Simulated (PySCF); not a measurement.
Isomers of C3H10Si. Isolated molecules, 0 K electronic values unless said otherwise. One relaxed conformer stands for each flexible species; it need not be the lowest. Strings in code marks are SMILES.

The HOMO from two functionals at the same geometries (B3LYP-D3(BJ)/def2-TZVP), both in PySCF: PBE-D3(BJ)/def2-TZVP and B3LYP-D3(BJ)/def2-TZVP. B3LYP has the VWN-RPA correlation part, as in Gaussian. 

| species | B3LYP-D3(BJ)/def2-TZVP (eV) |
|---|---|
| `[SiH3]C(C)C` | -7.95 |
| `C[SiH](C)C` | -8.32 |
| `C(C)[SiH2]C` (C–C–Si–C torsion 180°) | -8.04 |
| `CCC[SiH3]` (C–C–C–Si torsion 180°) | -8.28 |

What does PBE-D3(BJ)/def2-TZVP give for each?


- `[SiH3]C(C)C`: -6.89
- `C[SiH](C)C`: -7.22
- `C(C)[SiH2]C` (C–C–Si–C torsion 180°): -6.95
- `CCC[SiH3]` (C–C–C–Si torsion 180°): -7.22
Over these rows, drawn at random from the members with no instability flagged (it was tested for open shells, ions and some series alone), PBE minus B3LYP-D3(BJ): mean +1.08 eV, from +1.06 eV to +1.10 eV.
